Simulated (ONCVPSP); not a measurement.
Ranking ONCV potentials for vanadium

All share these settings but for the change named:

vanadium (V), optimised norm-conserving Vanderbilt (ONCV), made with ONCVPSP 4.0.1 (PW91, scalar-relativistic). Core [Ne], reference 3s2 3p6 3d3 4s1.5 4p0.5. Waves: 3s+4s: rc 1.75 bohr, ncon 3, nbas 8, qcut 8.8 1/bohr, 2 projectors; 3p+4p: rc 2.05 bohr, ncon 3, nbas 7, qcut 8.3 1/bohr, 2 projectors; 3d: rc 1.85 bohr, ncon 5, nbas 10, qcut 7.3 1/bohr, 2 projectors, debl 1.6 Ha. Local part: polynomial inside 1.15 bohr (lpopt 2, dvloc0 3 Ha). Core correction: Teter function, fcfact 5.75, rcfact 1.35.

Test errors are all-electron minus pseudo excitation energies from the reference, over 3s2 3p6 3d3 4s2 4p0; 3s2 3p6 3d3 4s1 4p0; 3s2 3p6 3d3 4s0 4p0; 3s2 3p6 3d3 4s1 4p1. None of these files shows a bound ghost.

The base gives 0.2 meV.

Of 7 variants that were run, those that failed, showed a ghost or another fault, or gave nearly equal values are left out.

A variant can come out equal or close to the base, since the largest error may sit in a test that the change hardly touches while other tests move.

Task: Rank these variants by their largest absolute test error, smallest first.
A. d: rc 2.64
B. local potential polynomial inside 1.15 bohr (lpopt 2, dvloc0 4.5 Ha)
C. core correction none
D. all radii but the core radius scaled by about 1.31 (s 2.30, p 2.70, d 2.42 bohr); local potential polynomial inside 1.50 bohr (lpopt 2, dvloc0 3 Ha)
E. s: qcut 7.9; p: qcut 7.4; d: qcut 6.5

Result: B (0.2 meV), E (0.2 meV), C (1.3 meV), A (5.6 meV), D (11.4 meV).
